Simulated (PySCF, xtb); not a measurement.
1-(chloromethyl)-1-fluorocyclopropane (C4H6ClF), SMILES C1CC1(CCl)F. The values are those of a single conformer.

Harmonic wavenumbers (cm⁻¹) from GFN2-xTB in xtb 6.7.1 at its own minimum, in rising order: 55, 166, 299, 321, 396, 482, 713, 756, 790, 873, 912, 921, 988, 1035, 1067, 1083, 1124, 1139, 1223, 1250, 1364, 1411, 1414, 1471, 2990, 3004, 3099, 3103, 3111, 3127.

**Question.** What does PBE0-D3(BJ)/def2-SVP (PySCF) give at its own minimum? (Estimate from the structure and the level; the computed values follow.)

**Answer.** 89, 174, 314, 336, 420, 505, 747, 758, 787, 882, 906, 946, 1003, 1029, 1064, 1072, 1167, 1175, 1277, 1363, 1379, 1417, 1446, 1514, 3112, 3156, 3161, 3189, 3258, 3267. Paired by order, the mean absolute difference is 43 cm⁻¹ and the zero-point energies are 56.7 and 58.5 kcal/mol.
